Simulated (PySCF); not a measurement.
VF5, SMILES [F][V]([F])([F])([F])[F], multiplicity 1. Coordinates come from a PBE-D3(BJ)/def2-SVP optimisation. The multiplicity is an assumed one; no other spin state was optimised. The isomer is the one that the SMILES or the coordinates give; other isomers of the formula were not compared.

Calculation: PBE-D3(BJ)/def2-SVP in PySCF 2.14.0.

Harmonic wavenumbers (cm⁻¹): 114, 114, 278, 278, 334, 342, 342, 602, 708, 750, 805, 805. Rotational constants (GHz): 3.028, 2.533, 2.533; symmetry number 6.

Work out the zero-point energy and the ideal-gas rigid-rotor harmonic-oscillator thermochemistry at 298.15 K and 1 atm.

ZPE = ½ Σ hcν = ½ × 5471 cm⁻¹ = 7.82 kcal/mol. H − E(el) = 12.67 kcal/mol. Entropy in cal/(mol K): translation 40.84, rotation 23.65, vibration 14.54, total 79.03. G − E(el) = -10.89 kcal/mol. Cp = 23.91 cal/(mol K). Modes under 150 cm⁻¹ make the vibrational entropy uncertain.
